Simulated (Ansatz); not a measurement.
# A geometry optimisation of F3GeHO with PBE0-D4/def2-SVP

The starting geometry of this gas-phase triplet was optimised with GFN2-xTB as a singlet; its bonds are those of `[OH][Ge]([F])([F])[F]`.

```xyz
6

F    -2.3096    0.1953   -0.0921
F    -2.5458    1.2315   -2.6018
F    -0.1347    1.1894   -1.4030
Ge   -1.7845    1.4185   -1.1031
O    -2.1203    2.8890   -0.3722
H    -1.8823    3.7092   -0.8101
```

Task: Where would you expect an optimisation with PBE0-D4/def2-SVP to take it?

Result: It loosens into F3Ge + HO, which stay close as a complex. Contacts that open: Ge4–O5 (1.68 → 2.47 Å).

The energy falls by 3.72 eV over 31 steps:

| step | E − E(last) (eV) |
| --- | --- |
| 1 | 3.719 |
| 4 | 0.580 |
| 8 | 0.205 |
| 11 | 0.170 |
| 14 | 0.123 |
| 18 | 0.028 |
| 21 | 0.001 |
| 24 | 0.001 |
| 28 | 0.000 |
| 31 | 0.000 |

Final geometry (Å):

```xyz
6

F    -2.2733    0.6089   -0.0678
F    -2.0953    0.0067   -2.7363
F    -0.5567    2.0061   -1.6693
Ge   -2.1775    1.3485   -1.6341
O    -2.3271    3.3376   -0.1822
H    -1.3473    3.3253   -0.0926
```

No frequencies were run, so the end isn't proven a minimum. Open shells are spin-unrestricted. The triplet needn't be the ground state. Run with Ansatz 0.2.0, 2.4 min on 2 threads of Arm Neoverse V1, on a shared host.
